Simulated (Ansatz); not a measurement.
`[BH2][GaH][O]C` → `[CH2]` (triplet) + `[BH2][GaH][OH]` at 298.15 K and 1 bar (formal loss of a carbene).

Gas-phase electronic energies from Ansatz, PBE0-D4/def2-TZVP geometries. CCSD(T)/CBS adds triple-zeta CCSD(T) − MP2 to the extrapolated MP2 energy (def2 sets, frozen cores). This one scheme is used for every species. Triplets are unrestricted, without spin–orbit coupling. For Ga outer-core shells are correlated without core-valence functions, which leaves a few kJ/mol of doubt a bond. Scalar relativity is left out up to krypton. One conformer a species, not always the lowest.

| species | CCSD(T)/CBS energy (Eh) | H − E (kJ/mol) | S (J/(mol·K)) |
| --- | --- | --- | --- |
| `[BH2][GaH][O]C` | -2065.53474 | 199.7 | 347.8 |
| `[CH2]` (triplet) | -39.09499 | 55.4 | 195.3 |
| `[BH2][GaH][OH]` | -2026.29567 | 121.6 | 306.7 |

H − E and S are ideal-gas, rigid-rotor, harmonic terms from PBE0-D4/def2-TZVP, for one conformer and one mirror image of each species, with the whole ground term of open shells counted as degenerate. 1 Eh = 2625.50 kJ/mol, R = 8.31446 J/(mol·K).

Q: By hand: ΔE, ΔH, ΔS and ΔG.

A: ΔE = (-39.09499) + (-2026.29567) − (-2065.53474) = 0.14408 Eh = 378.3 kJ/mol. Δ(H − E) = 55.4 + 121.6 − 199.7 = -22.7, so ΔH = 355.6 kJ/mol. ΔS = 195.3 + 306.7 − 347.8 = 154.2 J/(mol·K). ΔG = 355.6 − 298.15 × (154.2)/1000 = 309.6 kJ/mol.

Q: By hand: the equilibrium constant, and the temperature at which ΔG would vanish if ΔH and ΔS stayed fixed.

A: log₁₀ K = −ΔG/(RT ln 10) = -54.2. ΔG = 0 at ΔH/ΔS = 2306 K.

The number of gas molecules changes by +1, which sets the sign of ΔS. A doubt of 5 kJ/mol in ΔE shifts log₁₀ K by 0.9 here. Other conformers and mirror images would add mixing entropy, several J/(mol·K) or more a flexible species. A triplet takes part, so the spin changes. These are equilibria of isolated gas molecules and say nothing of rates. Largest T1 diagnostic: 0.015 (customary marks: 0.02 for closed shells, 0.045 for open ones).
